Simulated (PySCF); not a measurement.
Geometry:
```
atom   x (Å)   y (Å)   z (Å)
 Si1   2.990  -0.031  -0.583
  N2   2.112  -1.529  -0.679
 Si3   0.410  -1.843  -0.457
  C4  -0.391  -0.382   0.406
  C5  -0.519   0.907  -0.451
  C6  -1.982   0.529  -0.748
  C7  -1.941  -0.461   0.431
  H8   2.842   0.847  -1.789
  H9   2.531   0.760   0.598
 H10   4.442  -0.354  -0.435
 H11   2.659  -2.313  -1.025
 H12  -0.292  -2.076  -1.765
 H13   0.226  -3.090   0.354
 H14   0.091  -0.250   1.389
 H15  -0.441   1.812   0.172
 H16   0.154   1.038  -1.315
 H17  -2.732   1.333  -0.712
 H18  -2.080   0.009  -1.713
 H19  -2.351  -0.023   1.354
 H20  -2.417  -1.445   0.286
```

Geometry: PBE0-D3(BJ)/def2-SVP; GIAO shifts from PySCF 2.14, gas phase, non-relativistic, averaged over equivalent atoms.

At PBE0/pcSseg-1 (198 basis functions, 30 s wall time on 1 thread of an Arm Neoverse V2, shared host):
```tsv
atoms	δ (ppm)
Si3	-25.4
Si1	-54.7
N2	-2.6
C5/C7	24.0
C6	22.4
C4	16.9
H12/H13	4.79
H8/H9/H10	4.60
H15/H19	2.47
H18	2.15
H14	1.89
H17	1.83
H16/H20	1.74
H11	-0.66
```

Scale: ²⁹Si (σref 351.99) and ¹³C (σref 184.41) and ¹H (σref 31.27) against TMS; NH3 for ¹⁵N (σref 265.67) (reference shieldings calculated alike).

Question: Estimate the result of repeating the calculation with wB97X-D/pcSseg-1.

Answer: 
| atoms | δ at wB97X-D/pcSseg-1 | change |
| --- | --- | --- |
| Si3 | -25.1 | +0.3 |
| Si1 | -54.3 | +0.4 |
| N2 | -4.2 | -1.6 |
| C5/C7 | 23.1 | -0.9 |
| C6 | 21.9 | -0.5 |
| C4 | 15.5 | -1.4 |
| H12/H13 | 4.69 | -0.10 |
| H8/H9/H10 | 4.52 | -0.08 |
| H15/H19 | 2.38 | -0.09 |
| H18 | 2.09 | -0.06 |
| H14 | 1.76 | -0.13 |
| H17 | 1.80 | -0.03 |
| H16/H20 | 1.68 | -0.06 |
| H11 | -0.66 | +0.00 |

References, each an isolated molecule treated in the same way: TMS for ²⁹Si (σref 352.93), ¹³C (σref 184.54), ¹H (σref 31.38); ¹⁵N (σref 263.98) against NH3.

The largest change is at N2 (nitrogen bonded to 2 Si, H). Cost: 198 basis functions, 36 s wall time on 1 thread of an Arm Neoverse V2, shared host. The order of the carbon signals is the same at both levels.

Experimental scales use liquid or dissolved standards, which lie at an offset from isolated NH3 (liquid NH3: subtract about 20 ppm).
